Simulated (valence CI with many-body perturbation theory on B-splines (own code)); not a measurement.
# Ladder of approximations for Te²⁺

Computed by configuration interaction combined with many-body perturbation theory (CI+MBPT): four valence electrons over a frozen Dirac-Fock core [Kr] 4d10, radial functions for each j: 11 s, 11 p, 9 d, 7 f, 5 g, 2 h, 1 i, with the one-electron correlation potential Σ1, the two-electron term Σ2, the three-electron term Σ3, Breit, model QED; selected CI, second order for the rest, scaled by the run's own slope (own B-spline code, finite nucleus).

Against 45 measured levels this calculation errs by 178 cm⁻¹ on average and by 974 at most. These come from a selection out of Zhang, Palmeri, Quinet and Biemont, Astron. Astrophys. 551, A136 (2013). Levels without a partner in it may be off by more. Among the levels kept, up to 270 cm⁻¹ of a level comes from second order outside the variational space, and about a tenth of that is noise between levels of different J, which matters for small intervals. 7 measured levels below the end of the list, from 114216 cm⁻¹ on, found no clear computed partner, and computed levels of the same name lie up to 1987 cm⁻¹ from them.

Each rung adds one term. CI alone is the Dirac-Coulomb CI over the frozen core; QED comes last and gives the full result, which names the levels. Energies are above 5s2.5p2 3P_0 on the same rung, in eV. A blank means that the level has no clear partner on that rung.

Names give the largest LS component (configuration and term), which can be under half, so a name can repeat, a term be missing and a line seem to break the LS rules; names also repeat where a configuration has a term twice. Letters in brackets count levels of one name in rising energy.

| Level | CI alone | + Σ1 | + Σ2 | + Σ3 | + Breit | Full |
| --- | --- | --- | --- | --- | --- | --- |
| 5s2.5p2 3P_1 | 0.533 | 0.587 | 0.597 | 0.601 | 0.590 | 0.591 |
| 5s2.5p2 3P_2 | 0.943 | 1.018 | 1.022 | 1.025 | 1.010 | 1.012 |
| 5s2.5p2 1D_2 | 2.047 | 2.179 | 2.167 | 2.167 | 2.145 | 2.147 |
| 5s2.5p2 1S_0 | 3.670 | 3.839 | 3.803 | 3.777 | 3.756 | 3.758 |
| 5s.5p3 5S°_2 | 7.224 | 7.589 | 7.995 | 8.006 | 7.996 | 7.972 |
| 5s.5p3 3D°_1 | 9.629 | 10.073 | 10.276 | 10.279 | 10.266 | 10.246 |
| 5s.5p3 3D°_2 | 9.663 | 10.110 | 10.316 | 10.319 | 10.305 | 10.285 |
| 5s.5p3 3D°_3 | 9.889 | 10.358 | 10.568 | 10.572 | 10.553 | 10.534 |
| 5s.5p3 3P°_2 [a] | 11.187 | 11.723 | 11.793 | 11.796 | 11.775 | 11.763 |
| 5s.5p3 3P°_0 | 11.292 | 11.796 | 11.923 | 11.916 | 11.898 | 11.879 |
| 5s.5p3 3P°_1 | 11.352 | 11.864 | 11.991 | 11.984 | 11.964 | 11.945 |
| 5s.5p3 3P°_2 [b] | 11.822 | 12.415 | 12.471 | 12.474 | 12.446 | 12.436 |
| 5s2.5p.5d 3F°_2 | 12.439 | 13.081 | 12.993 | 13.005 | 12.977 | 12.977 |
| 5s2.5p.5d 3F°_3 | 12.646 | 13.302 | 13.191 | 13.204 | 13.176 | 13.178 |
| 5s2.5p.6s 3P°_0 | 12.973 | 13.663 | 13.367 | 13.363 | 13.347 | 13.356 |
| 5s2.5p.6s 3P°_1 | 13.029 | 13.718 | 13.403 | 13.399 | 13.382 | 13.390 |
| 5s2.5p.5d 3F°_4 | 13.208 | 13.916 | 13.822 | 13.835 | 13.797 | 13.801 |
| 5s2.5p.5d 1P°_1 | 13.877 | 14.567 | 14.214 | 14.212 | 14.188 | 14.190 |
| 5s2.5p.6s 3P°_2 [a] | 13.920 | 14.647 | 14.357 | 14.355 | 14.329 | 14.333 |
| 5s.5p3 3S°_1 |  |  | 14.450 | 14.438 | 14.421 | 14.407 |
| 5s2.5p.6s 3P°_2 [b] | 14.258 | 14.945 | 14.534 | 14.534 | 14.507 | 14.511 |
| 5s2.5p.6s 1P°_1 |  |  | 14.682 | 14.675 | 14.650 | 14.649 |
| 5s2.5p.5d 3D°_3 | 14.755 | 15.453 | 15.055 | 15.054 | 15.023 | 15.023 |
| 5s2.5p.5d 3P°_1 [a] | 14.925 | 15.619 | 15.203 | 15.202 | 15.171 | 15.169 |
| 5s2.5p.5d 3P°_0 | 14.906 | 15.611 | 15.238 | 15.244 | 15.212 | 15.213 |
| 5s2.5p.5d 3D°_2 | 14.979 | 15.681 | 15.255 | 15.254 | 15.223 | 15.222 |
| 5s2.5p.5d 3P°_1 [b] | 15.383 | 16.036 | 15.545 | 15.541 | 15.508 | 15.501 |
| 5s2.5p.5d 1F°_3 | 15.472 | 16.213 | 15.845 | 15.843 | 15.809 | 15.813 |
| 5s.5p3 1D°_2 | 15.830 | 16.485 | 15.864 | 15.852 | 15.823 | 15.813 |
| 5s2.5p.6p 3D_1 | 15.532 | 16.255 | 15.966 | 15.962 | 15.948 | 15.951 |
| 5s2.5p.6p 3P_1 [a] | 15.958 | 16.690 | 16.404 | 16.400 | 16.382 | 16.386 |

How does the ionisation energy move along the ladder, and which term matters most?

CI alone 27.291, + Σ1 28.168, + Σ2 27.822, + Σ3 27.818, + Breit 27.799, + QED 27.804 eV. The largest step is Σ1, 0.878 eV. NIST lists 27.84 ± 0.04 eV (measured).
